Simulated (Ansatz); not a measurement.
Input and output for `BC(C)[SiH3]`.

```yaml
crystal:
  periodic: [false, false, false]
  atoms:
    - {symbol: B, position_ang: [-0.811383, 1.384623, -1.022492]}
    - {symbol: C, position_ang: [0.557192, 0.600407, -0.242263]}
    - {symbol: C, position_ang: [1.123740, 0.621381, 1.076223]}
    - {symbol: Si, position_ang: [-0.198038, -1.344210, -0.259277]}
    - {symbol: H, position_ang: [-1.092435, 0.919017, -2.305492]}
    - {symbol: H, position_ang: [-1.664749, 1.424279, -0.177356]}
    - {symbol: H, position_ang: [1.018492, 0.209819, -1.281307]}
    - {symbol: H, position_ang: [1.349535, 1.936681, 1.060703]}
    - {symbol: H, position_ang: [1.364941, 0.123682, 1.535301]}
    - {symbol: H, position_ang: [-0.098830, 0.567092, 1.984682]}
    - {symbol: H, position_ang: [-0.690252, -2.280894, -1.861839]}
    - {symbol: H, position_ang: [-1.715048, -1.779271, 0.513286]}
    - {symbol: H, position_ang: [0.818188, -2.349579, 0.310582]}
basis:
  gaussian: {orbitals: 6-31G, nuclear_model: gaussian}
hamiltonian: {xc: {name: B97M-V}}
accuracy: high
```

```sh
$ ansatz run in.yaml --threads 4 --pin off --events-out ev --progress --plain --max-ram 10444MiB
```

Output, abridged:

```
Functional definition: B97M-V
1599 factors; integrals over basis functions are off by at most 5.4e-9 eV
mean field evaluation 1: about -10751.4815 eV, gradient 4.9e1 eV
mean field evaluation 2: about -10735.4760 eV, gradient 8.1e1 eV
mean field evaluation 4: about -10758.1402 eV, gradient 6.7e0 eV
mean field evaluation 8: about -10758.2660 eV, gradient 9.5e-2 eV
mean field evaluation 16: about -10758.2660 eV, gradient 2.4e-5 eV
mean field -10758.26599461 eV, -395.3589830875 hartree, gradient 1.8e-8 eV, S^2 0.000000; 0 other end points of the search recorded, 0 dependent functions left out
reference -10758.26600022 eV, -395.3589832933 hartree; 20, 20 occupied and 38, 38 virtual orbitals, 1599 factors
Total energy: -10758.26600022 eV, -395.3589832933 hartree
```

It took 9.5 s on 4 threads of an INTEL XEON PLATINUM 8581C on a shared host, with 0.52 GiB of host memory at the peak.
